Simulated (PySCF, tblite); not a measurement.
One entry of a table of gas-phase calculations, keyed by method. Lists by class give the value and the number of equivalent atoms.

```json
{
 "formula": "C6H5ClO2S",
 "smiles": "CSc1coc(C(=O)Cl)c1",
 "inchi": "InChI=1S/C6H5ClO2S/c1-10-4-2-5(6(7)8)9-3-4/h2-3H,1H3",
 "charge": 0,
 "multiplicity": 1,
 "geometry_level": "GFN2-xTB",
 "atoms_angstrom": [
  ["C", 3.068, -0.011, 0.059],
  ["S", 1.816, 0.99, -0.794],
  ["C", 0.347, 0.343, -0.109],
  ["C", 0.182, -0.656, 0.824],
  ["O", -1.112, -0.854, 1.084],
  ["C", -1.814, 0.013, 0.325],
  ["C", -3.257, 0.056, 0.372],
  ["O", -3.977, 0.774, -0.247],
  ["Cl", -3.918, -1.13, 1.505],
  ["C", -0.955, 0.78, -0.435],
  ["H", 3.004, 0.158, 1.13],
  ["H", 4.028, 0.329, -0.314],
  ["H", 2.926, -1.06, -0.183],
  ["H", 0.884, -1.271, 1.35],
  ["H", -1.226, 1.548, -1.128]
 ],
 "electronic_structure_code": "PySCF",
 "results": {
  "GFN2-xTB geometry": {
   "point_group": "Cs",
   "rotational_constants_GHz": [3.146, 0.444, 0.39]
  },
  "PBE0/pcSseg-1 ground state and GIAO shieldings, non-relativistic": {
   "dipole_D": 5.31,
   "homo_eV": -6.72,
   "lumo_eV": -2.2,
   "shift_vs_computed_TMS_C_by_class_ppm": [
    [164.1, 1],
    [152.0, 1],
    [145.0, 1],
    [136.8, 1],
    [127.7, 1],
    [19.1, 1]
   ],
   "shift_vs_computed_TMS_H_by_class_ppm": [
    [7.53, 1],
    [7.07, 1],
    [2.4, 3]
   ],
   "shielding_other_nuclei_by_class_ppm": [
    ["O", -203.6, 1],
    ["O", 24.0, 1],
    ["S", 534.0, 1],
    ["Cl", 523.2, 1]
   ],
   "charges_hirshfeld_e_by_atom": [-0.11, 0.03, -0.05, 0.02, -0.05, 0.03, 0.15, -0.21, -0.07, -0.06, 0.05, 0.06, 0.05, 0.07, 0.07]
  },
  "GFN2-xTB harmonic vibrations, gas phase": {
   "strongest_ir_bands_cm-1_km_per_mol_modes": [
    [778.2, 261.4, 1],
    [1205.6, 82.1, 1],
    [1288.2, 169.8, 1],
    [1353.8, 42.2, 1],
    [1424.7, 214.8, 1],
    [1788.6, 513.6, 1]
   ],
   "zpe_kcal_per_mol": 60.4
  }
 }
}
```

The zero-point energy, half the sum of the 39 harmonic wavenumbers, equals 21130 cm⁻¹ or 253 kJ/mol. With B = h/(8π²I), that is 505.379 GHz u Å² over I, the principal moments of inertia are 160.6, 1138.2 and 1295.6 u Å² (most abundant isotopes).

The values belong to the conformer `[CH3:1][S:2][c:3]1[cH:4][o:5][c:6]([C:7](=[O:8])[Cl:9])[cH:10]1`: C1–S2–C3–C4 0°, O5–C6–C7–O8 180°.
